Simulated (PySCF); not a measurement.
Zn(F)(iPr), SMILES C[CH](C)[Zn][F] (CAM-B3LYP/def2-SVP optimised geometry):

```
12

Zn    -0.938     0.033     0.000
F     -2.679     0.034     0.008
C      1.003     0.033     0.000
C      1.575     1.125    -0.907
C      1.573    -1.344    -0.348
H      1.288     0.269     1.040
H      2.679     1.138    -0.857
H      1.308     0.965    -1.964
H      1.225     2.131    -0.628
H      1.222    -2.131     0.337
H      2.677    -1.336    -0.296
H      1.306    -1.654    -1.371
```

Calculation: CAM-B3LYP/def2-TZVP (PySCF).

Task: What are the frontier orbital energies and the dipole moment?

Result: HOMO-2 -11.24 eV, HOMO-1 -11.08 eV, HOMO -9.02 eV, LUMO 0.34 eV, LUMO+1 0.68 eV; dipole moment 2.93 D.

Meta-Löwdin charges at CAM-B3LYP/def2-TZVP: Zn1 1.17, F2 -0.77, C3 -0.46, C4 -0.32, C5 -0.32, H6 0.10, H7 0.10, H8 0.10, H9 0.10, H10 0.10, H11 0.10, H12 0.10.
